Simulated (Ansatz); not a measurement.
`NB[SiH2]Cl` and `B[SiH2]Cl` differ in one atom or group.

Ansatz, PBE0-D4/def2-TZVP geometries, multiplicity 1. Each molecule was computed in one conformer, which needn't be the lowest.

| property | `NB[SiH2]Cl` |
| --- | --- |
| LUMO energy (PBE0/def2-TZVPP) / eV | -1.03 |
| HOMO energy (PBE/def2-TZVPP) / eV | -6.57 |
| LUMO energy (B3LYP/def2-TZVPP) / eV | -1.21 |
| HOMO energy (ωB97M-V/def2-TZVPP) / eV | -9.98 |
| ideal-gas entropy at 298 K and 1 bar (rigid rotor, harmonic PBE0-D4/def2-TZVP) / J/(mol·K) | 331 |
| zero-point energy (PBE0-D4/def2-TZVP) / kJ/mol | 155.8 |

(1) Give the same properties after the change, and the shifts. (An estimate is asked.)

## Answers

(1) The calculation gave: 
```
                                                                                  property  `B[SiH2]Cl`  shift
                                                        LUMO energy (PBE0/def2-TZVPP) / eV        -2.76  -1.73
                                                         HOMO energy (PBE/def2-TZVPP) / eV        -7.04  -0.47
                                                       LUMO energy (B3LYP/def2-TZVPP) / eV        -2.96  -1.75
                                                     HOMO energy (ωB97M-V/def2-TZVPP) / eV       -10.47  -0.49
ideal-gas entropy at 298 K and 1 bar (rigid rotor, harmonic PBE0-D4/def2-TZVP) / J/(mol·K)          304    -27
                                            zero-point energy (PBE0-D4/def2-TZVP) / kJ/mol         99.8  -56.0
```

With PBE0 the HOMO falls by 0.47 eV and the LUMO falls by 1.73 eV, so the gap narrows by about 1.26 eV. PBE moves the HOMO by -0.47 eV and ωB97M-V by -0.49 eV. The zero-point energy changes by -56.0 kJ/mol with -6 modes. Modes under 60 cm⁻¹, often nearly free rotors, make the harmonic entropy too high.

B3LYP here is the variant with VWN-RPA as its local correlation; programs differ in this.
